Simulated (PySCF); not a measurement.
Atom-mapped SMILES (the numbers label the heavy atoms): `[CH3:1][O:2][C:3]1=[C:4]([CH2:5][C:6]([F:7])([F:8])[F:9])[O:10][BH2-:11][O+:12]=[CH:13]1`; H(Xn) means a hydrogen on atom n.

Theoretical values (PySCF 2.14): shielding tensors at KT2/pcSseg-1 (GIAO), coordinates at the PBE0-D3(BJ)/def2-SVP level. Single conformer, relativity neglected, no solvent, equivalent nuclei averaged.

Scale: 13C and 1H against TMS; H2O for 17O; 19F vs CFCl3; 11B against BF3·OEt2 (reference shieldings calculated alike).

| atoms | nucleus | count | δ (ppm) |
| --- | --- | --- | --- |
| C5 | 13C | 1 | 39.9 |
| C6 | 13C | 1 | 129.2 |
| H(C1) | 1H | 3 | ? |
| O10 | 17O | 1 | 280.2 |
| C3 | 13C | 1 | ? |
| O12 | 17O | 1 | 240.7 |
| C13 | 13C | 1 | ? |
| O2 | 17O | 1 | 65.4 |
| C4 | 13C | 1 | ? |
| F7/F8/F9 | 19F | 3 | -97.8 |
| B11 | 11B | 1 | -1.2 |
| H(B11) | 1H | 2 | 3.62 |
| C1 | 13C | 1 | ? |
| H(C5) | 1H | 2 | 3.05 |
| H(C13) | 1H | 1 | 7.38 |

**Question.** Fill in the missing shifts.

**Answer.** 
- C4: 167.6 ppm, alkene carbon bearing oxygen; an sp2 carbon further deshielded by the attached heteroatom
- C13: 156.3 ppm, aldehyde carbonyl carbon
- C3: 140.2 ppm, alkene carbon bearing oxygen; an sp2 carbon further deshielded by the attached heteroatom
- C1: 56.9 ppm, methyl carbon bonded to O; deshielded by the electronegative neighbour
- H(C1): 3.69 ppm, hydrogen on a methyl carbon bonded to O; its carbon carries O, an electronegative neighbour

Hydrogens on boron are broadened and split by 11B (spin 3/2, 80 %) and 10B (spin 3). Shifts are as computed. Against solution values, carbons near 30 ppm lie about +2 ppm off and those near 130 ppm about -5 ppm (rms about the fit 1.2 ppm; single classes can miss by 10 ppm). Of 1328 compounds with measured shifts, 309 miss one by over three times the rms of a fit or turn the order of signals round; such compounds aren't used in these exercises. Signals without a measured value on file couldn't be tested in this way. Unscaled 19F shifts against computed CFCl3 carry errors that often reach 10 to 50 ppm. Unscaled 17O shifts of doubly bonded oxygen tend to come out too high, by tens of ppm or more. Experimental scales use liquid or dissolved standards, which lie at an offset from isolated H2O (liquid H2O: subtract about 36 ppm).
